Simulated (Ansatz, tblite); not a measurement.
Removing an electron: [SiF5]- (SiF₅⁻). Charge -1, multiplicity 1. Geometry: PBE0-D4/def2-SVPD. Ansatz, gas phase; energy differences of separate SCF runs; the oxidised species was run as a doublet alone.

```csv
atom,x (Å),y (Å),z (Å)
Si1,0.000,0.000,0.000
F2,-0.377,0.577,-1.541
F3,0.378,-0.579,1.540
F4,1.497,-0.455,-0.537
F5,-1.269,-1.058,-0.086
F6,-0.229,1.514,0.624
```

The xTB rows come from tblite. Correlated methods freeze 10 core orbitals. The rows differ in basis, and correlated rows in double-zeta sets carry the largest basis error. In CCSD on the charge 0 doublet the largest single amplitude is 0.35, so its Hartree–Fock determinant may place the open shell otherwise than the density functionals do. HOMO above LUMO, or a gap near zero within one spin, warns that the state may not be the lowest or that an electron is smeared out.

Question: Estimate orbital energies and vertical ionisation energies at: GFN1-xTB; GFN2-xTB; r2SCAN-D4/def2-TZVPD; PBE0-D4/def2-TZVPD; CCSD/def2-SVPD; CCSD(T)/def2-SVPD.

Answer: 
| level | −HOMO (eV) | vertical IE (eV) | −LUMO (eV) | HOMO–LUMO gap (eV) | remarks |
| --- | --- | --- | --- | --- | --- |
| GFN1-xTB | 7.56 | 11.27 | -3.02 | 10.58 | – |
| GFN2-xTB | 7.93 | 11.56 | -2.56 | 10.49 | – |
| r2SCAN-D4/def2-TZVPD | 3.59 | 6.98 | -4.18 | 7.77 | gap within one spin near zero (doublet) |
| PBE0-D4/def2-TZVPD | 5.22 | 7.63 | -4.12 | 9.34 | – |
| CCSD/def2-SVPD | – | 8.90 | – | – | large T1 (0.057) (doublet) |
| CCSD(T)/def2-SVPD | – | 8.78 | – | – | large T1 (0.057) (doublet) |

Relaxing the oxidised species (PBE0-D4/def2-SVPD) changes its energy by -1.23 eV at PBE0-D4/def2-TZVPD, so the adiabatic ionisation energy to this nearest minimum is 6.40 eV. On the way the bond Si1–F2 breaks.  Run but left out: HF/def2-SVPD, MP2/def2-SVPD (neutral doublet: a determinant that CCSD turns far, T1 0.057); PBE-D4/def2-TZVPD (neutral doublet: an occupied level 0.06 eV above an empty one).  Raw xTB energy differences between charge states are shifted by several eV; the methods need an empirical correction for them.
